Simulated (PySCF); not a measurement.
Dipole moment and polarisability of `NC[SiH2]N`

Compound: CH₈N₂Si.
Numbering: `[NH2:1][CH2:2][SiH2:3][NH2:4]` (hydrogens: H5, H6 on N1; H7, H8 on C2; H9, H10 on Si3; H11, H12 on N4)

Cartesian coordinates in Å at the GFN2-xTB level; atoms count from 1:
```xyz
12
CH8N2Si angstrom
N     -1.644    0.830    0.277
C     -0.952   -0.423    0.586
Si     0.615   -0.753   -0.458
N      1.599    0.645   -0.221
H     -1.949    0.817   -0.691
H     -0.992    1.603    0.366
H     -0.713   -0.399    1.653
H     -1.674   -1.231    0.454
H      0.302   -0.744   -1.889
H      1.200   -2.043   -0.065
H      2.448    0.730   -0.757
H      1.763    0.968    0.719
```

Level: PBE0/def2-SVPD (PySCF), static field, nuclei fixed, core orbitals frozen in the response. The polarisability tensor in these axes (au):

```
x   61.98 -3.15 -3.26
y   -3.15 59.07  0.82
z   -3.26  0.82 53.70
```

Q: What are the eigenvalues, a third of the trace, and Δα (Δα² = ½Σ(αi − αj)² over the three pairs)?

A: Principal values 52.56, 57.28 and 64.91 au; mean 58.25 au = 8.63 Å³ = 9.60 × 10⁻⁴⁰ C²·m²/J; Δα = 10.79 au (19 % of the mean).

Q: What is the dipole moment, and where does it point?

A: (1.71, 0.08, -0.13) D, 1.72 D in size, pointing from the negative to the positive side. Measured along this direction, the outermost atoms are H5 and H8 at the negative end and H11 at the positive end.

Q: Give the eigenvalues of the traceless quadrupole moment Θ = ½Σq(3rr − r²1), origin at the centre of nuclear charge.

A: -7.12, 0.38, 6.74 D·Å. The values depend on the origin, since the dipole doesn't vanish. The electronic extent ⟨r²⟩ about the same centre is 461 bohr², a root-mean-square distance of 1.75 Å for the 42 electrons.

Q: How large is μ²/3kT at 298 K beside α?

A: In Gaussian units μ²/3kT = 23.96 Å³ against 8.63 Å³, a ratio of 2.78; the Debye molar polarisation (4π/3)N_A(α + μ²/3kT) is 82.2 cm³/mol, leaving out the vibrational part.

Q: Estimate the molar refractivity from the static electronic polarisability.

A: Lorentz–Lorenz: R = (4π/3)N_A α = 2.5225 cm³/(mol·Å³) × 8.63 Å³ = 21.8 cm³/mol, in the limit of long wavelengths.

Q: Give the principal axes and the span of the nuclei along them.

A: Largest value along (0.83, -0.49, -0.28), where the nuclei span 3.85 Å; middle along (0.44, 0.87, -0.20), 3.79 Å; least along (0.34, 0.05, 0.94), 3.03 Å. 

Q: Find the Langevin capture rate constant for H3O+ (19.018 u) meeting this molecule (76.046 u), k = 2.342 × 10⁻⁹ cm³/s × √(α in Å³ / reduced mass in u).

A: The reduced mass is 15.21 u, so k = 1.76 × 10⁻⁹ cm³/s. The formula leaves out the permanent dipole, which adds to the capture rate.

One conformer (not necessarily the lowest) at the GFN2-xTB geometry, without solvent, vibrations or thermal averaging.
